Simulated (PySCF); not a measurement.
furan-2-ylsilane (C₄H₆OSi), SMILES [SiH3]c1ccco1.

Geometry: ωB97X-D3(BJ)/def2-SVP.

Two levels are set side by side: PBE/def2-TZVP (PySCF) and M06-2X/def2-TZVP (PySCF). Same geometry, gas phase. Differences are taken from unrounded values.

| quantity | M06-2X | PBE | PBE minus M06-2X |
|---|---|---|---|
| orbital gap (eV) | 8.43 | 4.53 | -3.89 |
| highest occupied level (eV) | -7.85 | -5.77 | 2.08 |
| lowest empty level (eV) | 0.58 | -1.24 | -1.81 |
| dipole moment (D) | 0.93 | 1.01 | 0.08 |
| mean polarisability (bohr³) | 73.4 | 76.5 | 3.2 |

PBE's occupied levels lie high since its potential decays too fast outside the molecule; exact exchange lowers them and widens the gap. PBE's more diffuse valence density responds more strongly to a field. Differences between two approximate levels are no errors against the true value.

Rough cost on one machine, each run with all the roots and properties that it gave: M06-2X against PBE about 4 times.
